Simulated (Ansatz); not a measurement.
Isolated molecules relaxed with PBE0-D4/def2-TZVP in Ansatz; ΔE leaves out vibrations. CCSD(T)/CBS adds triple-zeta CCSD(T) − MP2 to the extrapolated MP2 energy (def2 sets, frozen cores). This one scheme is used for every species. Functionals use def2-TZVPP. For Se outer-core shells are correlated without core-valence functions, which leaves a few kJ/mol of doubt a bond. Scalar relativity is left out up to krypton. Each species was taken in one conformer, which may not be the lowest.

`CB(C)N=C=O` + H₂Se → `CB(C)[SeH]` + `N=C=O`  (ligand exchange at a B–N bond)

Q: Is it downhill or uphill in electronic energy at CCSD(T)/CBS, and by how much? (Estimate.)

A: Computed: Uphill: ΔE = +26.2 kJ/mol.

Q: What do these levels give: BHLYP-D4, PBE-QIDH, r2SCANh, r2SCAN0, CAM-B3LYP, LC-ωPBE? (Estimate.)

A: The calculation gave: BHLYP-D4 39.2, PBE-QIDH 28.6, r2SCANh 30.4, r2SCAN0 31.6, CAM-B3LYP 42.4, LC-ωPBE 33.0 kJ/mol.

Largest T1 diagnostic among the species: 0.018.

Leaving LDA and LC-ωPBE aside and taking each functional with its dispersion term where it has one, the values, not all of them listed here, spread over 17.0 kJ/mol, from revPBE-D4 to CAM-B3LYP-D4. LDA lies +3.6 kJ/mol from PBE without D4. The D4 term adds −3.7 kJ/mol with B3LYP and −1.6 kJ/mol with PBE0; it sums over pairs of atoms, weighted by their polarisabilities, and B3LYP, whose exchange is more repulsive, gets the larger term. At CCSD(T), def2-SVP lies +16.4 kJ/mol from the extrapolated value and def2-TZVPP +1.4 kJ/mol.

B3LYP here is the variant with VWN-RPA as its local correlation; programs differ in this.
